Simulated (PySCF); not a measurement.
Basis-set dependence of SnI⁺ at MP2

PySCF, RHF reference; singlet, unpaired electrons none; De to Sn⁺ + I without counterpoise correction. Frozen cores follow the default of each basis and core potential.

```tsv
basis	relativity	functions	Re (Å)	ωe (cm⁻¹)	De (eV)	frozen orbitals
cc-pVDZ-PP	scalar-relativistic core potentials	46	2.621	246	3.15	8
x2c-SVPall	spin-free X2C	72	2.619	248	3.26	36
def2-TZVPPD	scalar-relativistic core potentials	115	2.571	251	3.59	8
```

(1) How does each smaller set differ from the one with most functions, def2-TZVPPD?

Correlated steps freeze the inner cores (8 to 36 orbitals); shallow outer-core shells are correlated. Correlated levels converge slowly with the basis: in double zeta they bind strong bonds too weakly, by up to about 1 eV, and carry superposition errors of some tenths. These are scalar-relativistic numbers at best; spin–orbit coupling would shift them, the dissociation energy most. For an ion De counts to the pair picked by the measured ionisation energies or electron affinities, which need not be the lowest pair at this level. Where the molecule has an RHF reference, its open-shell atoms are computed with UHF.

## Answers

(1) cc-pVDZ-PP: +5.0 pm, -2.0 % in ωe, -0.44 eV in De; x2c-SVPall: +4.8 pm, -1.2 % in ωe, -0.33 eV in De. All at MP2; the set with most functions is neither the basis-set limit nor always the best. The rows treat relativity differently, so the differences are not basis effects alone.
